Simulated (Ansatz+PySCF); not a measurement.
# doublet Cu: levels of theory in one basis

A single Cu atom.

Basis set: def2-SVP (spherical functions). Frozen core: 5 orbitals. Correlation on ROHF uses semicanonical orbitals with singles. Charge 0, multiplicity 2.

Computed with Ansatz (development build ahead of 0.2.0); each method stands on the lowest determinant of its kind that the runs found.

```csv
method,E − E(ROHF) (eV),<S²> of the determinant
ROHF,0.00,0.75
UHF,-0.01,0.75
ROHF-MP2,-9.67,–
UHF-MP2,-9.67,0.75
ROHF-CCSD(T),-9.05,–
```

(1) What does ROHF-CCSD give on the same scale?

(2) Is a single determinant a sound starting point here?

Answers

(1) -8.66 eV.

(2) By this sign, yes. Unrestricted orbitals gain 0.01 eV and <S²> is 0.75 against 0.75 for a pure state.
